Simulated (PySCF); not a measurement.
In(Me)2 (C₂H₆In), SMILES [CH3][In][CH3], multiplicity 2.

Geometry optimised at PBE0-D3(BJ)/def2-SVP. The spin state was assumed, not searched. The isomer is the one that the SMILES or the coordinates give; other isomers of the formula were not compared. The def2 effective core potentials stand for the cores of In; spin–orbit coupling is left out.

Calculation: TDA-B3LYP/def2-SVPD (PySCF 2.14.0).

Vertical excitations. Isolated molecule, no solvent.

Task: Give excitation energies, oscillator strengths and character. (An estimate is asked for; the answer gives what the named calculation found.)

Result: 
```csv
state,energy (eV),λ (nm),f,main pairs
root 1,2.03,612,0.028,α HOMO→LUMO 99 %
root 2,3.03,409,0.041,β HOMO→LUMO 95 %
root 3,3.93,316,0.004,α HOMO→LUMO+1 96 %
root 4,4.04,307,0.000,"α HOMO−1→LUMO 13 %, β HOMO→LUMO+1 86 %"
root 5,4.40,282,0.000,"α HOMO−1→LUMO 86 %, β HOMO→LUMO+1 13 %"
root 6,4.47,277,0.184,α HOMO→LUMO+2 96 %
root 7,4.63,268,0.143,α HOMO→LUMO+3 95 %
root 8,5.49,226,0.002,α HOMO→LUMO+4 98 %
root 9,5.51,225,0.011,α HOMO→LUMO+5 99 %
root 10,5.77,215,0.019,β HOMO→LUMO+2 87 %
```
Unrestricted roots are not spin-pure.
